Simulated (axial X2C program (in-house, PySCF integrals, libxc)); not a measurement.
**Ionising SbH**

Computed with an in-house relativistic program for diatomic molecules, spin-free (one-electron X2C) or two-component (2c: spin–orbit coupling with atomic mean-field Coulomb and Gaunt terms, which also bring small scalar terms), in Dyall basis sets with cores contracted in-house; open shells are unrestricted.

Basis sets: H dyall-v3z, Sb dyall-cv3z. Frozen shells (counts by l): SbH Sb 4s3p1d, H none, 16 electrons correlated; SbH⁺ Sb 4s3p1d, H none, 15 electrons correlated. Where the outer core of a metal is frozen, bonds come out longer and ionisation energies lower.

```tsv
Hamiltonian	level	SbH state	Re (Å)	ωe (cm⁻¹)	De (eV)
spin-free	HF	M_S = 1, Λ = 0	1.704	2024.5	1.62
spin-free	PBE0	M_S = 1, Λ = 0	1.716	1934.4	2.58
spin-free	MP2	M_S = 1, Λ = 0	1.697	1988.8	2.25
2c	PBE0	Ω = 1	1.717	1927.9	2.52
```

Adiabatic ionisation energy (minimum to minimum, no zero-point term) and constants of SbH⁺:

```
Hamiltonian  level        SbH⁺ state  IE (eV)  Re (Å)  ωe (cm⁻¹)  De (eV)  fragments
  spin-free     HF  M_S = 1/2, Λ = 1     8.50   1.695     2109.6     1.70    Sb+ + H
  spin-free   PBE0  M_S = 1/2, Λ = 1     8.94   1.713     1989.3     2.69    Sb+ + H
  spin-free    MP2  M_S = 1/2, Λ = 1     8.87   1.692     2060.9     2.48    Sb+ + H
         2c   PBE0           Ω = 1/2     8.69   1.714     1978.7      n/a    Sb+ + H
```

Q: Add the zero-point terms to the ionisation energy at PBE0, 2c, and say whether the electron removed was bonding.

A: IE0 = IE + (ωe⁺ − ωe)/2 = 8.69 + (0.003) = 8.69 eV. Re changes by -0.003 Å, but the two determinants differ by more than one electron in one block, so no single orbital tells the change.

Each entry is the lowest single determinant of a limited PBE0 search at one distance. De goes to single-determinant-based atoms at the same level (for ions the charge split of lowest energy) and is withheld (n/a) where an atom does not fit its ground term or J level. Main or longest-lived isotopes. One determinant is a doubtful description, or other states lie close, for SbH; these need not be ground states, and all values refer to the states named. Some open-shell Ω = 0 determinants are out of reach, so the Ω given for SbH need not be the lowest component. With several unpaired electrons the Ω given is that of one determinant, not necessarily of the lowest component. The functionals have no current term, which raises determinants with orbital currents.
